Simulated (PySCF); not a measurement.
Isomers of C8H6FN, one GFN2-xTB conformer each. Single-point energies are computed at PBE0/pcSseg-1 (PySCF, gas phase, no added dispersion term), electronic only.

Question: Rank them by PBE0/pcSseg-1 energy, lowest first (kcal/mol).
A. 4-fluoro-3-methylbenzonitrile, `CC1=C(F)C=CC(C#N)=C1`
B. `[CH:1]#[C:2]/[C:3](=[CH:4]/[C:5]#[N:6])[CH2:7][C:8](=[CH2:9])[F:10]` with C2–C3–C7–C8 81°, C3–C7–C8–C9 94°
C. `Fc1ccn2ccccc12`

Answer: A (0.0), C (6.1), B (79.5).

As drawn, the lowest has an aromatic ring, which the highest lacks; the highest has a C≡C bond and a C=C bond outside aromatic rings, which the lowest lacks. GFN2-xTB itself gives, in the same order: 24.4, 0.0, 97.0. GFN2-xTB puts Fc1ccn2ccccc12 lowest instead; measured from each level's own lowest isomer, the values differ by up to 24.4 kcal/mol (Cc1cc(C#N)ccc1F: 24.4 against 0.0).

Q: Which frontier levels, dipoles and rotational constants go with these structures?

A: 
```json
{"SMILES": "Cc1cc(C#N)ccc1F", "HOMO (eV, PBE0/pcSseg-1)": "-7.64", "LUMO (eV)": "-1.52", "dipole (D)": "3.59", "A, B, C (MHz)": "3012, 891.2, 690.6"}
{"SMILES": "Fc1ccn2ccccc12", "HOMO (eV, PBE0/pcSseg-1)": "-5.55", "LUMO (eV)": "-0.93", "dipole (D)": "2.67", "A, B, C (MHz)": "2739, 1286, 875.1"}
{"SMILES": "C#C/C(=C/C#N)CC(=C)F", "HOMO (eV, PBE0/pcSseg-1)": "-7.55", "LUMO (eV)": "-2.43", "dipole (D)": "3.02", "A, B, C (MHz)": "1606, 1162, 724.4"}
```

Q: As an exercise, what shares would exp(−E/RT) give at 2000 K from these electronic energies alone (no entropy, no degeneracies)?

A: RT = 3.974 kcal/mol: Cc1cc(C#N)ccc1F 82.2 %, Fc1ccn2ccccc12 17.8 %, C#C/C(=C/C#N)CC(=C)F under 0.1 %.
